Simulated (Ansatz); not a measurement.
Reaction (β-hydride elimination): `CO[As]([SiH3])OC` → `CO[AsH][SiH3]` + `C=O`

Program: Ansatz. Geometries: PBE0-D4/def2-TZVP. ΔE: electronic, gas phase. CBS: MP2 limit from def2 TZ/QZ plus the TZ coupled-cluster correction, frozen cores. This one scheme is used for every species. Functionals use def2-TZVPP. For As outer-core shells are correlated without core-valence functions, which leaves a few kJ/mol of doubt a bond. Scalar relativity is left out up to krypton. One conformer a species, not always the lowest.

`CO[As]([SiH3])OC`:

```xyz
15

C     1.608   -1.567   -0.636
O     0.260   -1.164   -0.749
As   -0.501   -0.424    0.701
Si   -2.612   -0.315   -0.406
O    -0.222    1.327    0.416
C     0.939    1.897    0.982
H     1.779   -2.378   -1.347
H     2.287   -0.742   -0.879
H     1.848   -1.931    0.371
H    -2.442    0.337   -1.727
H    -3.134   -1.697   -0.568
H    -3.552    0.462    0.443
H     1.197    1.438    1.945
H     1.796    1.796    0.307
H     0.749    2.960    1.146
```

`CO[AsH][SiH3]`:

Cartesian coordinates in Å:
```
C -1.299 -1.446 -1.046
O -0.791 -0.433 -0.209
As 0.792 0.268 -0.734
Si 0.950 1.661 1.179
H -2.316 -1.664 -0.713
H -0.705 -2.367 -0.976
H -1.335 -1.136 -2.098
H 1.709 -0.781 -0.081
H 0.000 2.792 1.032
H 0.655 0.912 2.426
H 2.339 2.193 1.222
```

`C=O`:

```xyz
4

C     0.003    0.003    0.002
O    -0.827   -0.731   -0.446
H     0.713   -0.323    0.789
H     0.111    1.050   -0.345
```

```csv
level,ΔE (kJ/mol)
PBE-D4,120.0
revPBE-D4,113.1
BHLYP-D4,119.8
B2PLYP,107.1
PBE0,115.0
RPA@PBE/def2-TZVPP,100.7
MP2/def2-SVP,97.3
HF/def2-QZVPP,82.0
```

(1) What does CCSD(T)/CBS give? (An estimate is asked.)

Largest T1 diagnostic among the species: 0.015.

## Answers

(1) Computed: +116.3 kJ/mol. The listed levels differ from it by 3.7, -3.2, 3.5, -9.2, -1.3, -15.6, -19.0, -34.3 kJ/mol.

Leaving LDA and LC-ωPBE aside and taking each functional with its dispersion term where it has one, the values, not all of them listed here, spread over 18.2 kJ/mol, from B2PLYP to r2SCAN0-D4. LDA lies +46.5 kJ/mol from PBE without D4. In def2-TZVPP, CCSD(T) changes the Hartree–Fock value by +30.0 kJ/mol (the triples alone add +3.6 kJ/mol) and MP2 by +39.7 kJ/mol. The D4 term adds +15.7 kJ/mol with B3LYP and +8.9 kJ/mol with PBE0; it sums over pairs of atoms, weighted by their polarisabilities, and B3LYP, whose exchange is more repulsive, gets the larger term.

B3LYP here is the variant with VWN-RPA as its local correlation; programs differ in this.
